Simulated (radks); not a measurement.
Dy, 66 electrons, occupied as [Xe] 4f10 6s2. All-electron calculation, scalar-relativistic Kohn-Sham, r2SCAN, spin-polarised, spherical densities, finite nucleus; open shells are filled with parallel spins first (spin-orbit coupling, left out, can overturn this in heavy ions); meta-GGA in the generalised Kohn-Sham scheme; Fermi nuclear charge, rms radius 5.2218 fm. Program: a radial shooting solver on a logarithmic mesh with Libxc functionals.

Unscreened Slater integrals over Kohn-Sham orbitals (eV). They are taken over the spin-up orbitals. Empty in this configuration: 5d.

\begin{tabular}{lr}
integral & value \\ \hline
F0(6s,6s) & 5.9639 \\
F0(6s,4f) & 7.7802 \\
G3(6s,4f) & 0.23652 \\
F0(6s,5p) & 7.5121 \\
G1(6s,5p) & 0.47353 \\
F0(6s,5d) & 6.5212 \\
G2(6s,5d) & 2.4453 \\
F0(4f,4f) & 30.170 \\
F2(4f,4f) & 13.974 \\
F4(4f,4f) & 8.7011 \\
F6(4f,4f) & 6.2419 \\
F0(4f,5p) & 19.169 \\
F2(4f,5p) & 6.5943 \\
G2(4f,5p) & 3.5976 \\
G4(4f,5p) & 2.7242 \\
F0(4f,5d) & 10.676 \\
F2(4f,5d) & 2.1396 \\
F4(4f,5d) & 0.99825 \\
G1(4f,5d) & 1.1154 \\
G3(4f,5d) & 0.81825 \\
G5(4f,5d) & 0.60335 \\
F0(5p,5p) & 16.046 \\
F2(5p,5p) & 8.6042 \\
F0(5p,5d) & 10.027 \\
F2(5p,5d) & 3.9803 \\
G1(5p,5d) & 4.2725 \\
G3(5p,5d) & 2.5766 \\
F0(5d,5d) & 7.7075 \\
F2(5d,5d) & 3.5892 \\
F4(5d,5d) & 2.2502 \\
\end{tabular}

Derived for the open shells (J is the average intra-shell exchange parameter used in DFT+U). 4f: F4/F2 = 0.623, F6/F2 = 0.447, J = (286 F2 + 195 F4 + 250 F6)/6435 = 1.127 eV.
